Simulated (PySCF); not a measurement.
C₇H₁₀O, SMILES c1ccc(CCC)o1, GFN2-xTB optimised geometry.

```
18

C     -2.27    -2.32    -1.47
C     -1.25    -1.18    -1.44
C     -0.67    -0.99    -0.03
C      0.32     0.12     0.00
C      1.69     0.12     0.00
C      2.09     1.48     0.00
C      0.94     2.20     0.00
O     -0.13     1.39     0.00
H     -3.09    -2.11    -0.79
H     -2.67    -2.44    -2.47
H     -1.80    -3.26    -1.18
H     -1.73    -0.25    -1.75
H     -0.44    -1.40    -2.14
H     -0.17    -1.91     0.29
H     -1.48    -0.77     0.66
H      2.33    -0.74     0.00
H      3.09     1.85     0.00
H      0.75     3.26     0.00
```

Density from PBE0/def2-SVP in PySCF at that geometry.

Minimum of the electron density along straight lines between bonded atoms, close to the bond critical point (lines longer than 1.1 times the sum of covalent radii, or with two minima, are not listed):

```json
[
 {"bond": "C1–C2", "length / Å": "1.523", "ρ at the minimum / e bohr⁻³": "0.244", "∇²ρ there / e bohr⁻⁵": "-0.56", "position (fraction from the first atom)": "0.50"},
 {"bond": "C2–C3", "length / Å": "1.534", "ρ at the minimum / e bohr⁻³": "0.239", "∇²ρ there / e bohr⁻⁵": "-0.54", "position (fraction from the first atom)": "0.50"},
 {"bond": "C3–C4", "length / Å": "1.490", "ρ at the minimum / e bohr⁻³": "0.261", "∇²ρ there / e bohr⁻⁵": "-0.63", "position (fraction from the first atom)": "0.48"},
 {"bond": "C4–C5", "length / Å": "1.364", "ρ at the minimum / e bohr⁻³": "0.325", "∇²ρ there / e bohr⁻⁵": "-0.82", "position (fraction from the first atom)": "0.52"},
 {"bond": "C5–C6", "length / Å": "1.417", "ρ at the minimum / e bohr⁻³": "0.290", "∇²ρ there / e bohr⁻⁵": "…", "position (fraction from the first atom)": "0.50"},
 {"bond": "C6–C7", "length / Å": "1.358", "ρ at the minimum / e bohr⁻³": "0.327", "∇²ρ there / e bohr⁻⁵": "-0.84", "position (fraction from the first atom)": "0.48"},
 {"bond": "C4–O8", "length / Å": "1.351", "ρ at the minimum / e bohr⁻³": "0.285", "∇²ρ there / e bohr⁻⁵": "0.04", "position (fraction from the first atom)": "0.33"},
 {"bond": "C7–O8", "length / Å": "1.345", "ρ at the minimum / e bohr⁻³": "0.288", "∇²ρ there / e bohr⁻⁵": "…", "position (fraction from the first atom)": "0.33"},
 {"bond": "C1–H9", "length / Å": "1.088", "ρ at the minimum / e bohr⁻³": "0.276", "∇²ρ there / e bohr⁻⁵": "-1.00", "position (fraction from the first atom)": "0.62"},
 {"bond": "C1–H10", "length / Å": "1.087", "ρ at the minimum / e bohr⁻³": "0.276", "∇²ρ there / e bohr⁻⁵": "-1.01", "position (fraction from the first atom)": "0.62"},
 {"bond": "C1–H11", "length / Å": "1.088", "ρ at the minimum / e bohr⁻³": "0.276", "∇²ρ there / e bohr⁻⁵": "-1.00", "position (fraction from the first atom)": "0.62"},
 {"bond": "C2–H12", "length / Å": "1.092", "ρ at the minimum / e bohr⁻³": "0.277", "∇²ρ there / e bohr⁻⁵": "-1.01", "position (fraction from the first atom)": "0.62"},
 {"bond": "C2–H13", "length / Å": "1.092", "ρ at the minimum / e bohr⁻³": "0.277", "∇²ρ there / e bohr⁻⁵": "-1.01", "position (fraction from the first atom)": "0.62"},
 {"bond": "C3–H14", "length / Å": "1.091", "ρ at the minimum / e bohr⁻³": "0.276", "∇²ρ there / e bohr⁻⁵": "-1.01", "position (fraction from the first atom)": "0.62"},
 {"bond": "C3–H15", "length / Å": "1.093", "ρ at the minimum / e bohr⁻³": "0.275", "∇²ρ there / e bohr⁻⁵": "-1.00", "position (fraction from the first atom)": "0.63"},
 {"bond": "C5–H16", "length / Å": "1.071", "ρ at the minimum / e bohr⁻³": "0.284", "∇²ρ there / e bohr⁻⁵": "-1.09", "position (fraction from the first atom)": "0.63"},
 {"bond": "C6–H17", "length / Å": "1.071", "ρ at the minimum / e bohr⁻³": "0.285", "∇²ρ there / e bohr⁻⁵": "-1.10", "position (fraction from the first atom)": "0.63"},
 {"bond": "C7–H18", "length / Å": "1.072", "ρ at the minimum / e bohr⁻³": "0.290", "∇²ρ there / e bohr⁻⁵": "-1.16", "position (fraction from the first atom)": "0.64"}
]
```

What belongs in the gaps?


- C5–C6, ∇²ρ there / e bohr⁻⁵: -0.69
- C7–O8, ∇²ρ there / e bohr⁻⁵: 0.10
